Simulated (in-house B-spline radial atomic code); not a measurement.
Levels of two electrons outside the 1s2 core along the 4-electron series, above the ground level 2s2 J0; labels give the leading configuration and J, and a prime marks the next level of the same label. Computed with a B-spline radial code for spherical atoms: configuration interaction with many-body perturbation theory for the core, Breit and QED.

```csv
ion,Z,first ionisation energy (eV),excitation of 2p2 J0 (eV),core correlation Breit and QED part of 2p2 J0 (eV),excitation of 2s2p J1' (eV),core correlation Breit and QED part of 2s2p J1' (eV),excitation of 2s2p J2 (eV),core correlation Breit and QED part of 2s2p J2 (eV),excitation of 2p2 J2' (eV),core correlation Breit and QED part of 2p2 J2' (eV)
Ru40+,44,6139.6,230.26,-0.18171,282.36,-3.2982,229.7,-3.6721,516.68,-6.9587
Rh41+,45,6446.5,237.05,-0.1732,300.97,-3.5612,247.3,-3.9709,553.42,-7.5093
Pd42+,46,6761.7,243.92,-0.15771,320.83,-3.837,266.12,-4.2845,592.64,-8.0845
Ag43+,47,7085.3,250.87,-0.15385,341.99,-4.1342,286.23,-4.6219,634.43,-8.7049
Cd44+,48,7417.2,257.89,-0.15813,364.52,-4.451,307.7,-4.9811,678.95,-9.3656
In45+,49,7757.7,265.02,-0.15655,388.5,-4.7839,330.6,-5.359,726.35,-10.059
```
